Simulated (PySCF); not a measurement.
Several compounds and their computed core spectra got separated.

Method used: delta-SCF UKS SCAN, pcX-2 on the ionised atom, pcseg-1 elsewhere, spin-free X2C in PySCF 2.14.0. Geometries: PBE0-D3(BJ)/def2-SVP; isolated species, one conformer each.

Line lists (1s up to Mg, 2p3/2 beyond, nothing for Ga or Ge; areas count atoms within a level, one atom standing for each set equivalent by bonding):
1. C 1s: 290.73 (area 1), 292.07 (area 1), 292.14 (area 1) eV; O 1s: 537.42 (area 1), 537.56 (area 1) eV
2. C 1s: 293.04 eV; N 1s: 405.13 eV; O 1s: 538.25 eV; Si 2p3/2: 107.20 eV
3. C 1s: 290.43 (area 2), 290.55 (area 2), 291.18 (area 1), 291.94 (area 1), 294.33 (area 1) eV; O 1s: 537.42 (area 1), 539.03 (area 1) eV
4. C 1s: 292.99 (area 1), 293.04 (area 1), 293.28 (area 1) eV; N 1s: 404.20 (area 1), 405.99 (area 1) eV; O 1s: 536.68 eV

Structures:
A. `C(=O)[NH][GaH2-][N+]#CC`
B. `O=C[SiH2]N`
C. `C1CCCC1OC(=O)C`
D. `[O]([GeH2][O]C)CC`

Match each list to its structure.

- 1 = D: no other candidate has these counts of sites. C 1s: 290.73 methyl carbon, 292.07 methoxy carbon, 292.14 sp3 carbon bound to oxygen; O 1s: 537.42 oxygen bonded to C and Ge, 537.56 oxygen bonded to C and Ge.
- 2 = B: no other candidate has this set of levels. C 1s: 293.04 carbonyl carbon; N 1s: 405.13 silicon-bound nitrogen; O 1s: 538.25 carbonyl oxygen; Si 2p3/2: 107.20 SiH2 silicon.
- 3 = C: no other candidate has these counts of sites. C 1s: 290.43 ring CH2 carbon (×2), 290.55 ring CH2 carbon (×2), 291.18 methyl carbon next to a carbonyl, 291.94 sp3 carbon bound to oxygen, 294.33 ester carbonyl carbon; O 1s: 537.42 ester carbonyl oxygen, 539.03 ester single-bonded oxygen.
- 4 = A: no other candidate has this set of levels. C 1s: 292.99 amide carbonyl carbon, 293.04 triply bonded carbon, 293.28 methyl carbon; N 1s: 404.20 amide nitrogen, 405.99 nitrogen bonded to C and Ga; O 1s: 536.68 amide oxygen.

The 2p values aren't plain energy differences: one relaxed spin-free 2p hole is combined with a matrix within the shell (ground-state 2p orbital-energy differences and spin–orbit coupling). 2p3/2, the mean of its two sublevels, lies a third of the splitting below the shell's mean and 2p1/2 two thirds above it; the statistical areas are 2:1. 2 of these hole states are spin-contaminated (⟨S²⟩ up to 0.94, against 0.75; counted from 0.85) and less certain.
